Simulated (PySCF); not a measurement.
**Static response to an electric field**

Species: C5H8O4Si.
Structure used (PBE0-D3(BJ)/def2-SVP), in Å, numbered top down from 1:
```xyz
18
C5H8O4Si angstrom
O      1.633   -0.061   -1.337
C      1.567   -0.065   -0.138
O      2.613   -0.120    0.669
Si     4.182   -0.174   -0.040
C      0.250   -0.012    0.649
O      0.181   -0.077    1.842
O     -0.765    0.117   -0.195
C     -2.063    0.177    0.344
C     -3.095   -0.655   -0.339
C     -3.082    0.840   -0.516
H      4.317   -1.412   -0.852
H      5.085   -0.204    1.138
H      4.401    1.050   -0.853
H     -2.072    0.295    1.429
H     -3.872   -1.117    0.275
H     -2.752   -1.260   -1.182
H     -2.729    1.227   -1.475
H     -3.850    1.444   -0.027
```

Level: CAM-B3LYP/def2-SVPD (PySCF), static field, nuclei fixed, core orbitals frozen in the response. The polarisability tensor in these axes (au):

```
x   121.93  -2.05   5.96
y    -2.05  77.97  -1.10
z     5.96  -1.10  91.11
```

Problem. What are the eigenvalues, a third of the trace, and Δα (Δα² = ½Σ(αi − αj)² over the three pairs)?

Solution. Principal values 77.82, 90.04 and 123.16 au; mean 97.00 au = 14.37 Å³ = 15.99 × 10⁻⁴⁰ C²·m²/J; Δα = 40.63 au (42 % of the mean).

Problem. What is the dipole moment, and where does it point?

Solution. (-0.59, 0.12, -0.37) D, 0.71 D in size, pointing from the negative to the positive side. Measured along this direction, the outermost atoms are H12 at the negative end and H18 at the positive end.

Problem. Orientational against electronic polarisability at 273 K (dilute gas, rigid molecules)?

Solution. In Gaussian units μ²/3kT = 4.47 Å³ against 14.37 Å³, a ratio of 0.31; the Debye molar polarisation (4π/3)N_A(α + μ²/3kT) is 47.5 cm³/mol, leaving out the vibrational part.

Problem. Give the eigenvalues of the traceless quadrupole moment Θ = ½Σq(3rr − r²1), origin at the centre of nuclear charge.

Solution. -18.68, -2.06, 20.73 D·Å. The values depend on the origin, since the dipole doesn't vanish. The electronic extent ⟨r²⟩ about the same centre is 2437 bohr², a root-mean-square distance of 2.85 Å for the 84 electrons.

Problem. Rayleigh depolarisation ratio (linearly polarised light, static tensor)?

Solution. ρ = 3Δα²/(45ᾱ² + 4Δα²) = 4952.7/(423445 + 6603.6) = 0.0115.

Problem. Find the Langevin capture rate constant for NH4+ (18.034 u) meeting this molecule (160.019 u), k = 2.342 × 10⁻⁹ cm³/s × √(α in Å³ / reduced mass in u).

Solution. The reduced mass is 16.21 u, so k = 2.21 × 10⁻⁹ cm³/s. The formula leaves out the permanent dipole, which adds to the capture rate.

Problem. Estimate the molar refractivity from the static electronic polarisability.

Solution. Lorentz–Lorenz: R = (4π/3)N_A α = 2.5225 cm³/(mol·Å³) × 14.37 Å³ = 36.3 cm³/mol, in the limit of long wavelengths.

Isolated species at its PBE0-D3(BJ)/def2-SVP geometry (one conformer only).

These values come from a run that also computed excited states and ΔSCF ions. Hardware: one thread, Arm Neoverse V2 (aarch64), no GPU (shared host). Cost: 12 min, 1.5 GiB resident at most.
